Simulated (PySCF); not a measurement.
ClH₃MoO₃S, SMILES [OH][Mo]([Cl])(=[S])([OH])[OH], multiplicity 1.

The structure is a stationary point at r2SCAN-D4/def2-SVP. The geometry has at least one imaginary mode, so it is a saddle point at that level. The multiplicity is an assumed one; other spin states were not compared. The def2 effective core potentials stand for the cores of Mo; spin–orbit coupling is left out. The values are those of a single conformer.

Two levels are set side by side: PBE/def2-TZVP (PySCF) and PBE0/def2-TZVP (PySCF). Same geometry, gas phase. Differences are taken from unrounded values.

| quantity | PBE0 |
|---|---|
| orbital gap (eV) | 4.51 |
| highest occupied level (eV) | -8.17 |
| lowest empty level (eV) | -3.65 |
| dipole moment (D) | 1.78 |
| mean polarisability (bohr³) | 87.8 |

Problem. What does PBE give, and how far is it from PBE0? (The exact figures need the calculation; the answer reports its results.)

Solution. 
```
quantity                       PBE  PBE minus PBE0
---------------------------  -----  --------------
orbital gap (eV)              2.64           -1.87
highest occupied level (eV)  -6.83            1.33
lowest empty level (eV)      -4.19           -0.54
dipole moment (D)             1.77           -0.01
mean polarisability (bohr³)   90.7             2.9
```

PBE's occupied levels lie high since its potential decays too fast outside the molecule; exact exchange lowers them and widens the gap. PBE's more diffuse valence density responds more strongly to a field. Differences between two approximate levels are no errors against the true value.

Rough cost on one machine, each run with all the roots and properties that it gave: PBE0 against PBE within a factor of 2.
